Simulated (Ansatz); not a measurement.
InH2(vinyl) (C2H5In). Total charge 0; singlet. Geometry PBE-D4/def2-TZVP, basis def2-TZVP, Ansatz.

```xyz
8

In    1.3607    0.0714    0.8507
H     2.4935   -1.0280    1.5743
H     1.5612    1.7984    0.9319
C    -0.3736   -0.6227   -0.2176
C    -1.2366    0.2402   -0.7755
H    -0.5775   -1.6944   -0.3245
H    -1.1014    1.3254   -0.7137
H    -2.1264   -0.0903   -1.3255
```

```
run  HOMO (eV)  LUMO (eV)
  A      -9.76      -0.25
  B      -6.31      -2.50
  C      -7.19      -2.14
  D      -6.41      -2.55
  E      -7.59      -1.78
  F      -6.64      -2.30
```

In the def2 sets In takes a core potential; there is no spin–orbit coupling. HSE06 is defined as in plane-wave codes, on full-range PBE exchange.

Task: The runs used BLYP, HSE06, PBE, PBE0, r2SCAN, ωB97M-V. Estimate which is which.

Result: A ωB97M-V (range-separated); B BLYP (0 % exact exchange); C HSE06 (range-separated); D PBE (0 % exact exchange); E PBE0 (25 % exact exchange); F r2SCAN (0 % exact exchange). Exact exchange lowers occupied and raises empty levels; among semilocal functionals meta-GGAs tend to open the gap a little, and such runs are hard to tell apart. The gap grows from 3.81 eV (BLYP) to 9.51 eV (ωB97M-V).
